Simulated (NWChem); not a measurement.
System: C2H6N, doublet; SMILES C[CH]N

The following NWChem deck was run.

```
start job
memory heap 200 mb stack 900 mb global 1100 mb
geometry units angstroms
  C      0.191391     1.252119    -0.015446
  C     -0.523263    -0.052898     0.123586
  N      0.218437    -1.226357    -0.107713
  H     -0.457379     2.081721     0.285554
  H      1.088969     1.290298     0.620755
  H      0.529278     1.454708    -1.048458
  H     -1.561290    -0.117406    -0.196812
  H      1.133602    -1.220538     0.335775
  H     -0.274831    -2.077522     0.143595
end
basis spherical
  * library def2-svp
end
dft
  odft
  mult 2
  xc becke88 lyp
  iterations 150
end
driver
  maxiter 120
end
task dft optimize
task dft freq
```

No stability test was run on the SCF state.

The level has its own optimisation; frequencies are unscaled. Brackets give each atom's bonded neighbours.

Question: Predict the main results of this run. (BLYP/def2-SVP, spin-unrestricted.) Quantities: r C–C (Å); r C–N (Å); r C–H [C(CHN)–H(C)] (Å); r H–N (Å); highest harmonic frequency (cm⁻¹); lowest (cm⁻¹); zero-point energy (kcal/mol); dipole (D).

Answer: 
```yaml
r C–C (Å): 1.499
r C–N (Å): 1.411
r C–H [C(CHN)–H(C)] (Å): 1.103
r H–N (Å): 1.027
highest harmonic frequency (cm⁻¹): 3485
lowest (cm⁻¹): 190
zero-point energy (kcal/mol): 47.5
dipole (D): 1.17
```
